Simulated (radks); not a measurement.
Spherical jellium clusters: N electrons in a uniform positive sphere of charge N and radius rs N^(1/3), rs = 4.87 bohr. Method: non-relativistic Kohn-Sham, LDA (Slater exchange, Perdew-Wang correlation), spin-polarised, spherical densities; computed with a radial shooting solver with Libxc functionals. Levels are named by radial order and angular momentum (1s, 1p, 1d, 2s, ...), and open shells are averaged over m.

N = 27, configuration 1s2 1p6 1d10 2s2 1f(up 7, down 0). This is the lowest configuration that the search found. Occupied and some empty levels:

level    occupation  eigenvalue (eV)  <r> (bohr)
1s up             1          -4.1950       9.204
1s down           1          -4.0112       8.507
1p up             3          -3.7816       10.59
1p down           3          -3.5259       10.31
1d up             5          -3.2285       11.51
1d down           5          -2.9400       11.43
2s up             1          -2.8570       8.711
2s down           1          -2.7273       9.142
1f up             7          -2.5544       12.26
1f down           0          -2.2555       12.30
2p up             0          -2.0012       10.35
2p down           0          -1.8692       10.48
1g up             0          -1.7787       12.96
1g down           0          -1.4852       13.11
2d up             0          -1.1654       12.29
2d down           0          -1.0224       12.45

Energy (eV): total -50.3871, kinetic 33.708, external -1619.9, Hartree 806.11, exchange-correlation -84.963, background 814.67.
